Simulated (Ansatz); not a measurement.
Abridged output of a molecular run in Ansatz:

```
Functional definition: HF
1003 factors; integrals over basis functions are off by at most 1.1e-3 eV
mean field evaluation 1: about -58593.2315 eV, gradient 3.0e1 eV
mean field evaluation 2: about -58593.3938 eV, gradient 3.0e1 eV
mean field evaluation 4: about -58595.8342 eV, gradient 3.2e0 eV
mean field evaluation 8: about -58595.8704 eV, gradient 1.3e-1 eV
mean field -58595.87043933 eV, -2153.3585209378 hartree, gradient 1.0e-6 eV, S^2 0.000000; 0 other end points of the search recorded, 0 dependent functions left out
11 core orbitals not correlated: weight in the atoms' cores, before any rotation towards them, 1.000 or more for the frozen orbitals, at most 0.000 for the correlated occupied ones
reference -58595.87043933 eV, -2153.3585209378 hartree; 13, 13 occupied and 142, 142 virtual orbitals, 1003 factors
second order -15.63417649 eV of doubles, -0.00000000 eV of singles
cycle   1  -15.55416214 eV  change    8.0e-2 eV  update   9.7e-2
cycle   2  -16.08291255 eV  change   -5.3e-1 eV  update   3.0e-2
cycle   3  -16.15535196 eV  change   -7.2e-2 eV  update   1.4e-2
cycle   4  -16.15088274 eV  change    4.5e-3 eV  update   3.8e-3
cycle   5  -16.15233209 eV  change   -1.4e-3 eV  update   1.4e-3
cycle   6  -16.15223473 eV  change    9.7e-5 eV  update   4.0e-4
cycle   7  -16.15215210 eV  change    8.3e-5 eV  update   1.4e-4
cycle   8  -16.15215143 eV  change    6.8e-7 eV  update   4.8e-5
cycle   9  -16.15214368 eV  change    7.7e-6 eV  update   1.6e-5
perturbative correction -0.75620057 eV, -0.0277898583 hartree
Total energy: -58612.77878357 eV, -2153.9798911280 hartree
```

Its atoms:

Cartesian coordinates in Å:
```
C -0.571 -0.774 -0.374
C -0.869 0.505 -0.234
Ge 0.908 0.169 0.383
H -1.057 -1.671 -0.739
H -1.714 1.153 -0.431
H 1.195 0.072 1.883
H 2.108 0.544 -0.489
```

Which basis set was used?
A. def2-QZVPP
B. def2-TZVPP
C. cc-pV(Q+d)Z
D. cc-pV(D+d)Z

B. It gives 166 functions.

Write the keys of the input that set method, charge and spin (a neutral closed shell needs none for the last two).


```yaml
correlation: {method: ccsd_t}
```
